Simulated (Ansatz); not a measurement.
## A ladder of methods for C2H6In (SMILES C[In]C)

The species is C2H6In (9 atoms), meant as a doublet with charge 0. As SMILES, `C[In]C`. Geometry: optimised at wB97X-V/def2-SVP.

```xyz
9

C     0.4570    1.8147    0.1786
In    0.2802    0.0508   -1.1241
C    -0.4489   -1.8132   -0.2111
H    -0.5321    2.0430    0.6118
H     0.8261    2.7011   -0.3579
H     1.1486    1.5826    1.0069
H    -1.4528   -1.6378    0.2128
H    -0.5045   -2.6430   -0.9310
H     0.2264   -2.0983    0.6140
```

Each level gives the dissociation energy of the In2–C1 bond into singlet CH3In and doublet CH3 (shapes relaxed at wB97X-V/def2-SVP, no zero-point term) (eV). The values are calculated.

```
                               level                    kind  program  value (eV)  CPU time (all runs)
      UHF/def2-TZVP (core potential)            Hartree–Fock   Ansatz        0.64                3.4 s
    UBLYP/def2-TZVP (core potential)                     GGA   Ansatz        0.93                5.1 s
     UPBE/def2-TZVP (core potential)                     GGA   Ansatz        1.23                4.9 s
   UB3LYP/def2-TZVP (core potential)           global hybrid   Ansatz        0.99                6.9 s
 UPBE0-D4/def2-TZVP (core potential)           global hybrid   Ansatz        1.27                5.9 s
U-wB97M-V/def2-TZVP (core potential)  range-separated hybrid   Ansatz        1.28                 20 s
  RPA@PBE/def2-TZVP (core potential)                     RPA   Ansatz        1.12                 13 s
     UMP2/def2-TZVP (core potential)     perturbation theory   Ansatz        1.26                6.1 s
```

Spin-orbit coupling, which can split open shells on such heavy atoms by tenths of an eV, is left out. The values span 0.64 to 1.28 eV. Hartree–Fock misses the correlation of the electron pair that is broken and comes out low. A fragment with an even electron count was run as a singlet and may have a lower triplet. Measured bond enthalpies also hold zero-point and thermal terms, a few tenths of an eV less. In the correlated wave-function rows the outer d shell of In is correlated, in sets not made for it. CPU times are rough (shared hosts, several kinds of processor): they show what a rung costs within a factor of a few.
